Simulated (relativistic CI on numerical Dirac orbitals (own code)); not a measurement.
**From line strength to rate: Ca⁺ 3933.66 Å (air)**

Problem. For 4s ²S1/2 – 4p ²P°3/2 of Ca⁺ a semi-empirical relativistic CI calculation gives the line strength S = 20.18 e²a₀² in the length gauge. The measured levels are 0.00 and 25414.40 cm⁻¹ (NIST Handbook). Find gf, f, A and the partial lifetime.

Working.
1. σ = 25414.40 − 0.00 = 25414.40 cm⁻¹, so the vacuum wavelength is 10⁸/σ = 3934.78 Å.
2. gf = 303.756 S/λ(Å) = 1.558, log gf = 0.193; with g = 2 for the lower level, f = 0.779.
3. A = 2.02613 × 10¹⁸ S/(g_u λ³) with g_u = 4: A = 1.68 × 10^8 s⁻¹.
4. The partial lifetime for this S is 1/A = 5.96 ns; in the calculation this line carries 96 % of the decay of the upper level.

Check. The Handbook lists A = 1.35 × 10^8 s⁻¹, a tabulated value with its own uncertainty (a few per cent for the best lines, 25 % or more for others); ours lies 24 % above it. The velocity form of the same calculation gives S = 16.2, and the gap between the two forms is a rough gauge of the error in S. With the computed energy (25883 cm⁻¹) in place of the measured one the rate would change by the factor (σ_calc/σ)³ = 1.06.
